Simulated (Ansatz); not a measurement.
Species: C$_{3}$H$_{9}$Si, SMILES `CC(C)[SiH2]` (C–C–Si–H torsion 178°) (charge 0, multiplicity 2).

Give a relaxed geometry from B3LYP-D3(BJ)/def2-TZVP (Ansatz, an electronic-structure program).

This is not unique; one that fits is the end point of this relaxation, one of several conformers (outside a Z-matrix the atoms follow the SMILES, hydrogens last).
Z-matrix (Å, degrees):
```
C
H 1 1.0954
C 1 1.5330 2 108.50
H 3 1.0914 1 111.93 2 57.68
H 3 1.0932 4 107.68 1 -122.34
H 3 1.0936 4 107.86 5 -115.60
C 1 1.5366 2 108.25 3 -120.87
H 7 1.0912 1 112.09 2 -58.44
H 7 1.0928 8 107.81 1 122.57
H 7 1.0949 8 107.78 9 115.73
Si 1 1.8980 2 106.37 7 -118.75
H 11 1.4897 1 111.27 2 60.17
H 11 1.4904 12 109.06 1 -122.13
```
